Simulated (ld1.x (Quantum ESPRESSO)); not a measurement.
# Mg (Z = 12): TM pseudisation with PBE, scalar-relativistic reference atom.

```json
{"Element": "magnesium (Mg)", "Generator": "ld1.x (Quantum ESPRESSO) 7.5", "Type": "norm-conserving Troullier–Martins (Kleinman–Bylander form)", "Functional": "PBE", "Relativity": "scalar-relativistic", "Frozen core": "[He]", "Valence charge": "10", "Reference configuration": "2s2 2p6 3s2 3p0", "Partial waves": "2s (bound): rc 0.75 bohr; 2p (bound): rc 0.85 bohr", "Local potential": "the p channel", "Core correction": "none"}
```

Occupied shells without a wave of their own: 3s. They enter only through the test configuration that unscreens the potential.

Question: Estimate the cutoffs (Ry, on a coarse ladder) from which the occupation-weighted sum of valence levels, in a spherical-Bessel basis at the reference potential, stays within 10 and 1 mRy of its value at 400 Ry.

Answer: 230 Ry and over 300 Ry.

Question: Does the potential have ghost states?

Answer: No extra level below or beside the all-electron valence levels (s, p, d, f tested).

Question: Tests: 2s2 2p6 3s1 3p0; 2s2 2p6 3s0 3p0; 2s2 2p6 3s1.5 3p0; 2s2 2p6 3s0 3p1; 2s2 2p6 3s1 3p1; 2s2 2p5 3s2 3p0; 2s1 2p6 3s2 3p0. Which has the largest error in its energy relative to the reference configuration, and how large is it?

Answer: 2s1 2p6 3s2 3p0, with -83 meV (all-electron minus pseudo) on +91.47 eV.
